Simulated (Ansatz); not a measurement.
Task: Predict a relaxed structure of the cluster Cd₂Se⁺ (the lowest doublet isomer of a short search), charge 1, doublet, at PBE0-D4/def2-TZVP (Ansatz).

Result: 
Cartesian coordinates in Å:
```
Cd 0.088 0.921 1.960
Cd 0.018 -0.053 -2.167
Se -0.106 -0.868 0.207
```
Point group C2v (tolerance 0.1 Å). This is one stationary point.

In the def2 sets Cd takes a core potential; there is no spin–orbit coupling. The relaxation made no stability test and no search for a lower SCF solution. The structure comes from a short search, and lower isomers may exist.
